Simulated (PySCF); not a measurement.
# SrS⁺: energy against distance

Set-up: Sr x2c-SVPall, S x2c-SVPall; spin-free X2C with a Gaussian nucleus (PySCF 2.14). Energies in eV from Sr⁺ + S in their ground configurations at the same level. State: ²Π (doublet), unpaired electrons π ↑.

All columns are UHF. A positive dipole points towards S; it is taken about the centre of mass and depends on that origin.

| R (Å) | E (eV) | μ (D) | Mulliken charge on Sr (basis-dependent) | HOMO (eV) | LUMO (eV) | Mayer bond order | ⟨S²⟩ |
| --- | --- | --- | --- | --- | --- | --- | --- |
| 2.220 | -0.140 | -7.84 | 1.31 | -14.09 | -4.70 | 1.15 | 0.76 |
| 2.324 | -0.829 | -8.53 | 1.36 | -13.77 | -4.72 | 1.09 | 0.76 |
| 2.427 | -1.236 | -9.17 | 1.39 | -13.40 | -4.83 | 1.06 | 0.76 |
| 2.505 | -1.404 | -9.63 | 1.40 | -13.14 | -4.91 | 1.05 | 0.76 |
| 2.582 | -1.486 | -10.06 | 1.40 | -12.91 | -4.99 | 1.05 | 0.76 |
| 2.659 | -1.500 | -10.47 | 1.40 | -12.69 | -5.06 | 1.05 | 0.76 |
| 2.763 | -1.444 | -10.99 | 1.39 | -12.42 | -5.16 | 1.06 | 0.76 |
| 2.892 | -1.289 | -11.60 | 1.37 | -12.12 | -5.27 | 1.08 | 0.76 |
| 3.047 | -1.027 | -12.25 | 1.35 | -11.81 | -5.38 | 1.08 | 0.76 |
| 3.253 | -0.612 | -12.84 | 1.32 | -11.53 | -5.51 | 1.06 | 0.79 |

A fit through these points gives, at Re = 2.640 Å, μ = -10.37 D and dμ/dR = -5.25 D/Å; the reduced mass is 23.44 u.

How strong is the fundamental in the double-harmonic approximation, I = 42.26·(dμ/dR)²/μred km/mol?

I = 42.26·(-5.25)²/23.44 = 49.7 km/mol at UHF.

Spin–orbit coupling is left out. For an ion De counts to the pair picked by the measured ionisation energies or electron affinities, which need not be the lowest pair at this level. Hartree–Fock leaves out correlation, which carries a large part of most bond energies and some tenths to 1 eV of ionisation energies. The state is the lowest determinant that a PBE0 search found; another state may lie lower at other levels.
